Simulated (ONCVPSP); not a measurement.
zirconium (Zr): ONCV pseudisation with PBEsol, fully relativistic reference atom.

zirconium, optimised norm-conserving Vanderbilt (ONCV), made with ONCVPSP 4.0.1 (PBEsol, fully relativistic). Core [Ar] 3d10, reference 4s2 4p6 4d2 5s1 5p1. Waves: 4s+5s: rc 2.15 bohr, ncon 4, nbas 8, qcut 5.1 1/bohr, 2 projectors; 4p+5p: rc 1.80 bohr, ncon 5, nbas 8, qcut 9.2 1/bohr, 2 projectors; 4d: rc 2.30 bohr, ncon 4, nbas 9, qcut 6.9 1/bohr, 1 projector. Local part: polynomial inside 1.70 bohr (lpopt 5, dvloc0 6 Ha). Core correction: none.

Open shells are filled in proportion to 2j + 1.

All-electron outer shells of the reference configuration (PBEsol, scalar-relativistic, ld1.x):

```tsv
shell	level (eV)	outermost node (bohr)	outermost maximum (bohr)
3p	-318.62	0.18	0.40
3d	-175.94	–	0.35
4s	-55.70	0.55	1.08
4p	-33.66	0.56	1.17
5s	-5.18	1.46	3.11
4d	-4.66	0.58	1.59
5p	-2.05	1.69	4.05
```

Does the generator finish with these settings?

Yes, a potential is produced and its reference levels are reproduced.

Estimate the cutoffs (Ha) at which the residual kinetic energy of the hardest occupied pseudo-wave falls to 1 and 0.1 mHa per electron.

26 Ha and 32 Ha.

Does the potential have ghost states?

No bound ghost flagged; no localised positive-energy state flagged.

Which valence shell sets the plane-wave cutoff?

4p: 26 Ha for 1 mHa per electron, against 18 Ha for 5p.

Tests: 4s2 4p6 4d2 5s2 5p0; 4s2 4p6 4d2 5s1 5p0; 4s2 4p6 4d2 5s0 5p0; 4s2 4p6 4d2.5 5s1.5 5p0. Which has the largest error in its energy relative to the reference configuration, and how large is it?

4s2 4p6 4d2 5s0 5p0, with -2.2 meV (all-electron minus pseudo) on +17.01 eV.
